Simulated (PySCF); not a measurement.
**Exercise with solution: oscillator strength and radiative lifetime**

CH6O2Si2, SMILES O=C[SiH2]O[SiH3].

The structure is a stationary point at B3LYP-D3(BJ)/def2-SVP. Other conformers were not sampled.

PySCF 2.14.0 with TDA-PBE/def2-SVPD puts the first singlet state with f over 0.02 at 5.90 eV (vertical), with the transition dipole (0.506, 0.069, -0.399) in atomic units.

### Question
Find the oscillator strength, the wavelength and the radiative lifetime that this transition would have in vacuum if emission retraced absorption.

### Answer

|μ|² = 0.4200 au, so |μ| = 1.65 D. ΔE = 5.90/27.211 = 0.2168 hartree. f = (2/3) ΔE |μ|² = 0.061 (the program prints 0.061).
λ = 1239.84/5.90 = 210 nm; ν = 47587 cm⁻¹.
Einstein's coefficient A = 0.6670 ν² f s⁻¹ (ν in cm⁻¹) = 9.2e7 s⁻¹, so τ = 1/A = 11 ns. This state is S7; the lower singlets have f = 0.001, 0.002, 0.006, 0.000, 0.015, 0.009. The figure is the radiative limit of this one transition; relaxation, internal conversion, crossing to triplets and a medium change what is measured.
